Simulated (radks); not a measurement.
The numbers below are computed, except where a source is named.
Ionisation of the platinum ion Pt19+, [Kr] 4d10 4f12 5s1, to [Kr] 4d10 4f12 as the strength of local exchange is varied. Code: a radial shooting solver on a logarithmic mesh with Libxc functionals. Model: scalar-relativistic Kohn-Sham, Slater X-alpha exchange (alpha = 2/3 is LDA exchange), no correlation, spin-polarised, spherical densities, finite nucleus; open shells are filled with parallel spins first (spin-orbit coupling, left out, can overturn this in heavy ions); Fermi nuclear charge, rms radius 5.427 fm.

\begin{tabular}{lrrrrr}
alpha & E(Pt19+) (hartree) & exchange (hartree) & IE (eV) & -e of the level emptied (eV) & <r> of it (bohr) \\ \hline
0.563 & -18204.5200 & -269.0876 & 502.18 & 489.39 (5s) & 0.8373 \\
0.635 & -18239.1602 & -304.0390 & 505.61 & 492.93 (5s) & 0.8341 \\
0.64 & -18241.5681 & -306.4707 & 505.85 & 493.18 (5s) & 0.8338 \\
0.667 & -18254.5756 & -319.6121 & 507.14 & 494.51 (5s) & 0.8326 \\
0.831 & -18333.7703 & -399.8025 & 514.99 & 502.62 (5s) & 0.8252 \\
0.997 & -18414.2558 & -481.6150 & 522.95 & 510.86 (5s) & 0.8179 \\
1.038 & -18434.1851 & -501.9214 & 524.93 & 512.91 (5s) & 0.8161 \\
1.043 & -18436.6169 & -504.4005 & 525.17 & 513.16 (5s) & 0.8159 \\
\end{tabular}

NIST Atomic Spectra Database: 507 +/- 25 eV (theoretical). The Delta-SCF value meets it near alpha = 0.66. Open shells are spherical and high-spin; term and fine-structure splittings are not resolved. Spin-orbit splitting is averaged out at the scalar-relativistic level.
